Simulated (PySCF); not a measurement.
## Hg2O: breathing scan

Method: UPBE0/[O def2-TZVP, Hg def2-TZVP with ECP60], scalar-relativistic core potentials, density fitting, no spin–orbit coupling, PySCF.

Rigid scan from the triplet minimum (O–Hg 2.194 Å (×2); Hg–O–Hg 104.8°). Coordinate: all bonds to the central atom scaled together. Energies in kJ/mol from the minimum.

Question: Predict the curve at 0.88, 0.92, 0.96, 1.00, 1.04, 1.08, 1.14, 1.22, 1.35.

Answer: 
```json
{"scale of all bonds to the centre": "0.88", "E (kJ/mol)": "65.0", "dipole size (D)": "0.86", "⟨S²⟩": "2.02"}
{"scale of all bonds to the centre": "0.92", "E (kJ/mol)": "22.9", "dipole size (D)": "1.07", "⟨S²⟩": "2.02"}
{"scale of all bonds to the centre": "0.96", "E (kJ/mol)": "4.5", "dipole size (D)": "1.21", "⟨S²⟩": "2.03"}
{"scale of all bonds to the centre": "1.00", "E (kJ/mol)": "0.0", "dipole size (D)": "1.31", "⟨S²⟩": "2.03"}
{"scale of all bonds to the centre": "1.04", "E (kJ/mol)": "3.0", "dipole size (D)": "1.36", "⟨S²⟩": "2.03"}
{"scale of all bonds to the centre": "1.08", "E (kJ/mol)": "9.4", "dipole size (D)": "1.38", "⟨S²⟩": "2.03"}
{"scale of all bonds to the centre": "1.14", "E (kJ/mol)": "21.0", "dipole size (D)": "1.33", "⟨S²⟩": "2.03"}
{"scale of all bonds to the centre": "1.22", "E (kJ/mol)": "35.0", "dipole size (D)": "1.18", "⟨S²⟩": "2.02"}
{"scale of all bonds to the centre": "1.35", "E (kJ/mol)": "50.6", "dipole size (D)": "0.86", "⟨S²⟩": "2.01"}
```

Spin–orbit coupling, left out here, can matter for elements this heavy.

Other isomers or separated fragments may lie lower.
